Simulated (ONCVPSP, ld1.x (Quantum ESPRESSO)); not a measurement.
**Hardness and transferability of assorted potentials**

Generated with ld1.x 7.5 (TM, RRKJ, ultrasoft, PAW), atompaw 4.2 or ONCVPSP 4.0.1. The cutoff is in Ry: for ld1.x and atompaw files where the sum of valence levels is converged to 10 mRy in a Bessel basis, for ONCV files where the hardest occupied wave has 1 mHa per electron of residual kinetic energy. The error is the largest all-electron minus pseudo excitation energy over each file’s own four to seven test configurations (ionisations up to +4, promotions, holes and added fractions of an electron), all of which were solved. The labels leave out finer settings (local radius, basis sizes, second energies), which also bear on the numbers. Spin-polarised tests are not counted. The rows are a selection from randomly drawn settings: files with unsolved tests, undetermined cutoffs or missed reference levels are left out.

| element | potential | cutoff (Ry) | largest error (meV) | bound ghosts |
| --- | --- | --- | --- | --- |
| Ni | ONCV, Wu-Cohen, scalar-relativistic, rc 0.70/0.90/1.60 (spd), local smoothed, core correction yes, reference 3s2 3p6 3d8, qcut 11.2/19.1/10.7, projectors 1/1/2 | 201 | +257 | none |
| Sn | TM semilocal, Wu–Cohen, scalar-relativistic, rc 2.15/2.05/1.40 (spd), local d, core correction yes, reference 4d10 5s2 5p2 | 90 | -135 | none |
| Ba | ONCV, BLYP, scalar-relativistic, rc 3.20/2.65/2.45 (spd), local smoothed, core correction yes, reference 5s2 5p6 6s2, qcut 3.6/5.8/4.3, projectors 2/1/2 | 17 | +48 | none |

Question: Fill in the row for Zr: ONCV, PW91, scalar-relativistic, rc 2.25/2.15/2.00 (spd), local smoothed, core correction yes, reference 4s2 4p6 4d2.5 5s1.5, qcut 5/7.7/5.3, projectors 2/3/1.

Answer: cutoff 26 Ry, largest error -4.6 meV, bound ghosts: none.

Question: Fill in the row for Rb: TM, PBE, fully relativistic, rc 4.20/3.70/3.95 (spd), local smoothed, core correction no, reference 5s0.75 5p0.25.

Answer: cutoff 6 Ry, largest error +62 meV, bound ghosts: none.

Question: Fill in the row for Ga: ONCV, PBE, scalar-relativistic, rc 0.95/1.25/1.30 (spd), local smoothed, core correction no, reference 3s2 3p6 3d10 4s1.5 4p1.5, qcut 10/13.5/10.2, projectors 3/2/1.

Answer: cutoff 109 Ry, largest error +121 meV, bound ghosts: none.
